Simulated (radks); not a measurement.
The numbers below are computed, except where a source is named.
Spin polarisation of the 4d5 shell in Tc. Start: [Kr] 4d(up 2.5, down 2.5) 5s2; electrons of 4d are moved from spin down to spin up, other shells keep equal spins. Level of theory: scalar-relativistic Kohn-Sham, SCAN, spin-polarised, spherical densities, finite nucleus; meta-GGA in the generalised Kohn-Sham scheme; Fermi nuclear charge, rms radius of each element as measured or else 0.836 A^(1/3) + 0.57 fm (a radial shooting solver on a logarithmic mesh with Libxc functionals).

| moment (Bohr magnetons) | E - E(0) (eV) | e(4d up) (eV) | e(4d down) (eV) | 5s down minus up (eV) | 4p down minus up (eV) | 4s down minus up (eV) |
|---|---|---|---|---|---|---|
| 0 | 0.000 | -6.758 | -6.758 | 0.000 | 0.000 | 0.000 |
| 1 | -0.230 | -7.158 | -6.280 | 0.331 | 0.857 | 0.787 |
| 2 | -0.885 | -7.514 | -5.754 | 0.676 | 1.725 | 1.582 |
| 3 | -1.983 | -7.829 | -5.180 | 1.015 | 2.608 | 2.389 |
| 4 | -3.522 | -8.102 | -4.549 | 1.341 | 3.507 | 3.207 |

At moment 4 the spin-polarisation energy is -3.522 eV and the 4d exchange splitting 3.553 eV, that is 0.888 eV per Bohr magneton; E = -I m^2/4 would give I = 0.880 eV.
